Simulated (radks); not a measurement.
The numbers below are computed, except where a source is named.
Problem. Mo XXIV, configuration [Ar] 3d1. Code: a radial shooting solver on a logarithmic mesh with Libxc functionals. Model: Dirac Kohn-Sham, HCTH/407, spin-unpolarised, spherical densities, point nucleus; open shells fill j = l - 1/2 first. Some entries of the table are withheld. Estimate them.

orbital,occ.,eigenvalue (eV),<1/r> (bohr^-1),<r> (bohr)
1s1/2,2,-20771.49,43.52,0.03519
2s1/2,2,-3755.499,9.987,(1)
2p1/2,2,-3539.480,9.944,0.1297
2p3/2,4,-3431.702,9.474,0.1341
3s1/2,2,-1279.562,3.797,(2)
3p1/2,2,(3),3.728,0.3757
3p3/2,4,(4),3.614,0.3832
3d3/2,1,-1053.060,(5),(6)
3d5/2,0,-1048.031,(7),(8)

Solution. 
(1) 2s1/2 <r> (bohr): 0.1522
(2) 3s1/2 <r> (bohr): 0.3890
(3) 3p1/2 eigenvalue (eV): -1200.855
(4) 3p3/2 eigenvalue (eV): -1177.747
(5) 3d3/2 <1/r> (bohr^-1): 3.485
(6) 3d3/2 <r> (bohr): 0.3421
(7) 3d5/2 <1/r> (bohr^-1): 3.456
(8) 3d5/2 <r> (bohr): 0.3444
